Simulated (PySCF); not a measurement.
HgBr₂, SMILES [Br][Hg][Br]. Heavy atoms are numbered as in [Hg:1]([Br:2])[Br:3].

Geometry: PBE0-D3(BJ)/def2-SVP. The isomer is the one that the SMILES or the coordinates give; other isomers of the formula were not compared. The def2 effective core potentials stand for the cores of Hg; spin–orbit coupling is left out.

The numbers are results of PBE/def2-TZVPD (PySCF), not measurements.

Mulliken values depend strongly on the basis, most of all with diffuse functions as here. ESP charges are fitted to the potential on shells at 1.4 to 2.0 van der Waals radii. Atomic charges (e), one atom of each kind:

| atom | Mulliken | ESP fit |
|---|---|---|
| Hg1 | 0.52 | ___ |
| Br2 | -0.26 | ___ |

Q: What belongs in the gaps? (Estimate from the structure and the level; the computed values follow.)

A: 
- Hg1, ESP fit: 0.41
- Br2, ESP fit: -0.21
